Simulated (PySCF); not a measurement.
## Exercise with solution: oscillator strength and radiative lifetime

Pb(H)(NMe2) (C₂H₇NPb), SMILES C[N](C)[PbH] (connectivity only; charge and spin as stated), neutral, multiplicity 1.

Geometry: B3LYP-D3(BJ)/def2-SVP. The def2 effective core potentials stand for the cores of Pb; spin–orbit coupling is left out.

TDA-PBE/def2-SVPD in PySCF puts the first singlet state with f over 0.02 at 3.64 eV (vertical), with the transition dipole (0.043, -1.478, 0.000) in atomic units.

Q: Find the oscillator strength, the wavelength and the radiative lifetime that this transition would have in vacuum if emission retraced absorption.

A: 
|μ|² = 2.1863 au, so |μ| = 3.76 D. ΔE = 3.64/27.211 = 0.1338 hartree. f = (2/3) ΔE |μ|² = 0.195 (the program prints 0.195).
λ = 1239.84/3.64 = 341 nm; ν = 29359 cm⁻¹.
Einstein's coefficient A = 0.6670 ν² f s⁻¹ (ν in cm⁻¹) = 1.1e8 s⁻¹, so τ = 1/A = 8.9 ns. This state is S2; the lower singlet has f = 0.010. The figure is the radiative limit of this one transition; relaxation, internal conversion, crossing to triplets and a medium change what is measured.
